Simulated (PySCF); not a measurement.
Orbital picture of WS

r²SCANh at R = 2.133 Å; PySCF, scalar-relativistic core potentials, basis sets W def2-TZVPP with ECP60, S def2-TZVPP. State: ⁵Π (quintet), unpaired electrons σ ↑, π ↑, δ ↑↑. Only the outer orbitals are listed, counted within each symmetry, core potentials removing the inner ones.

```csv
spin,orbital,occ.,ε (eV),on W (%),main shells (%)
α,6σ,1,-17.44,11,88 S s
α,7σ,1,-8.52,35,"59 S p, 23 W d, 10 W s"
α,3π,1,-7.96,50,"50 W d, 48 S p"
α,3π,1,-7.63,47,"51 S p, 45 W d"
α,8σ,1,-6.93,100,"63 W s, 36 W d"
α,1δ,1,-6.23,100,100 W d
α,1δ,1,-6.16,99,95 W d
α,4π,1,-4.73,58,"43 W d, 41 S p, 15 W p"
α,4π,0,-3.53,65,"48 W d, 35 S p, 17 W p"
α,9σ,0,-2.58,76,"38 W p, 26 W d, 23 S p"
α,5π,0,-0.58,90,83 W p
β,5σ,1,-42.92,98,98 W p
β,2π,1,-42.12,100,100 W p
β,2π,1,-41.56,100,100 W p
β,6σ,1,-17.73,9,90 S s
β,7σ,1,-8.23,24,"72 S p, 16 W d"
β,3π,1,-7.54,19,"80 S p, 16 W d"
β,3π,1,-7.02,20,"79 S p, 17 W d"
β,8σ,0,-2.40,99,"76 W s, 19 W d"
β,4π,0,-1.74,81,"76 W d, 15 S p"
β,9σ,0,-1.29,82,"41 W d, 38 W p, 14 S p"
```

**Question.** Which are the highest filled and the lowest empty level, where do they sit, and how wide is the gap?

**Answer.** Highest filled α 4π at -4.73 eV (in %: 43 W d, 41 S p, 15 W p); lowest empty α 4π at -3.53 eV (in %: 48 W d, 35 S p, 17 W p); the gap at r²SCANh is 1.20 eV. Both belong to one degenerate shell, split only by its one-sided filling, so this is no excitation gap.

| Item | Value |
| --- | --- |
| bond order (Mayer) | 2.36 |
| ⟨S²⟩ | 6.116 |
| charge on W (Mulliken, basis-dependent) | 0.31 |
| charge on W (Löwdin, basis-dependent) | -0.17 |
| dipole moment (positive dipole means W(−)S(+)) | -3.84 D |

Spin–orbit coupling is left out. With d or f electrons several states lie close, and the lowest PBE0 determinant need not be the measured ground state.
